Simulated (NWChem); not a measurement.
System: iodine monochloride (ICl); SMILES ICl

Here is an NWChem input.

```
start job
memory heap 200 mb stack 900 mb global 1100 mb
geometry units angstroms
  Cl     1.802472    -0.027800     0.014525
  I     -0.503552     0.007766    -0.004058
end
basis spherical
  * library def2-svp
end
ecp
  I library def2-ecp
end
dft
  xc xpbe96 cpbe96
  disp vdw 4
  iterations 150
end
driver
  maxiter 120
end
task dft optimize
dft
  grid fine
  convergence energy 1d-8 density 1d-7
end
task dft freq numerical
```

def2 effective core potentials on I; no spin-orbit coupling.

The level has its own optimisation; frequencies are unscaled.

Give the results of this calculation. (PBE-D3(BJ)/def2-SVP with def2 effective core potentials on I.) Quantities: r Cl–I (Å); highest harmonic frequency (cm⁻¹); zero-point energy (kcal/mol).


```yaml
r Cl–I (Å): 2.384
highest harmonic frequency (cm⁻¹): 362
zero-point energy (kcal/mol): 0.5
```
